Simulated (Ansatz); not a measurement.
Input file for Ansatz (a program for electronic structure): R-wB97M-V/def2-TZVPP on FH3Si (SMILES F[SiH3]), atoms moved off the minimum.

Ansatz 0.2 input:
```yaml
crystal:
  periodic: [false, false, false]
  atoms:
    - {symbol: Si, position_ang: [-0.46454215, -0.00540485, -0.10200796]}
    - {symbol: F, position_ang: [1.07697623, -0.03189639, 0.26843764]}
    - {symbol: H, position_ang: [-0.86719412, 1.36370321, -0.55733685]}
    - {symbol: H, position_ang: [-0.70053542, -0.99753125, -1.22200997]}
    - {symbol: H, position_ang: [-1.22957562, -0.41913861, 1.08334853]}
basis:
  gaussian:
    orbitals: def2-TZVPP
hamiltonian:
  xc: {name: wB97M-V}
scf: {lower_state_search: off}
output: {forces: true}
```

It printed:

```
WARN ansatz: RAYON_NUM_THREADS=1 ignored (pool sized by the plan → 1); use --threads N
Functional definition: wB97M-V
these checks for a lower state are left out or cut short: stability, starts, cluster_reference, orbital_swaps, neighbouring_geometries, increment
integrals: 0.04 GiB planned
624 factors; their error is unknown
integrals: 0.07 GiB planned
142 factors; integrals over basis functions are off by at most 1.3e-5 eV
mean field: 0.40 GiB planned
mean field evaluation 1: about -10643.4204 eV, gradient 2.9e1 eV
mean field evaluation 2: about -10643.1943 eV, gradient 3.5e1 eV
mean field evaluation 4: about -10644.6862 eV, gradient 2.2e-1 eV
mean field evaluation 8: about -10644.6996 eV, gradient 1.3e-2 eV
mean field evaluation 16: about -10644.6996 eV, gradient 1.7e-6 eV
mean field -10644.69958762 eV, -391.1854946086 hartree, gradient 1.9e-6 eV, S^2 0.000000; 0 other end points of the search recorded, 0 dependent functions left out
the calculation of the forces begins
reference -10644.69962717 eV, -391.1854960621 hartree; 13, 13 occupied and 102, 102 virtual orbitals, 624 factors
Total energy: -10644.69962717 eV, -391.1854960621 hartree
Atom 0 at    -0.464542    -0.005405    -0.102008 Å, force    -0.880459    -0.236830    -0.867834 eV/Å
Atom 1 at     1.076976    -0.031896     0.268438 Å, force     0.560925     0.086878     0.116680 eV/Å
Atom 2 at    -0.867194     1.363703    -0.557337 Å, force     0.200110    -0.393764     0.198192 eV/Å
Atom 3 at    -0.700535    -0.997531    -1.222010 Å, force     0.134770     0.482461     0.511329 eV/Å
Atom 4 at    -1.229576    -0.419139     1.083349 Å, force    -0.015347     0.061255     0.041632 eV/Å
Dipole moment:    -0.227288     0.021718    -0.039004 e Å
Checks for a lower state left out: stability, starts, cluster_reference, orbital_swaps, neighbouring_geometries, increment
```

Self-consistency was reached.

Cost: roughly 2.9 core-seconds.
